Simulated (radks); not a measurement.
Spherical quantum dot in the effective-mass picture: electrons in a hard-walled sphere of radius 8.76, all in effective atomic units (hartree* = m*/eps^2 hartree, bohr* = eps/m* bohr), one dielectric constant everywhere. Method: non-relativistic Kohn-Sham, PBEsol, spin-polarised, spherical densities; computed with a radial shooting solver with Libxc functionals. Levels are named by radial order and angular momentum (1s, 1p, 1d, 2s, ...), and open shells are averaged over m. Each electron was tried in the lowest free levels, single moves between levels near the top were tried too, and the lowest total energy was kept; such a search can miss a lower state. The series stops at N = 17: beyond it a trial failed or the search could not be trusted, so later rows were left out. Give the order in which the levels fill up to N = 17, the shell closures and the spin along the way.

Answer. Shells are first occupied in the order 1s, 1p, 1d. Open shells at each N (closed shells left out): 1: 1s(up 1, down 0); 2: none; 3: 1p(up 1, down 0); 4: 1p(up 2, down 0); 5: 1p(up 3, down 0); 6: 1p(up 3, down 1); 7: 1p(up 3, down 2); 8: none; 9: 1d(up 1, down 0); 10: 1d(up 2, down 0); 11: 1d(up 3, down 0); 12: 1d(up 4, down 0); 13: 1d(up 5, down 0); 14: 1d(up 5, down 1); 15: 1d(up 5, down 2); 16: 1d(up 5, down 3); 17: 1d(up 5, down 4). All shells are closed at N = 2, 8 (there: 1s2 1p6). Largest 2S: 5, at N = 13.
